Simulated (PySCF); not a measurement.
FH3SiSn, neutral, multiplicity 1. Atoms are numbered in the order given.

```xyz
6

Sn     0.3263    -0.5858     0.0000
F     -1.6283    -0.8695     0.0000
Si    -0.0779     2.0898     0.0000
H     -0.8743     2.4750     1.2083
H     -0.8743     2.4750    -1.2083
H      1.1761     2.9100     0.0000
```

The structure is a stationary point at B3LYP-D3(BJ)/def2-SVP. The def2 effective core potentials stand for the cores of Sn; spin–orbit coupling is left out.

Computed with PySCF with HF/def2-TZVPD.

Mulliken values depend strongly on the basis, most of all with diffuse functions as here. ESP charges are fitted to the potential on shells at 1.4 to 2.0 van der Waals radii. Atomic charges (e):

```tsv
atom	ESP fit	Mulliken
Sn1	0.31	0.81
F2	-0.38	-0.65
Si3	0.61	-0.08
H4	-0.16	-0.02
H5	-0.16	-0.02
H6	-0.22	-0.04
```
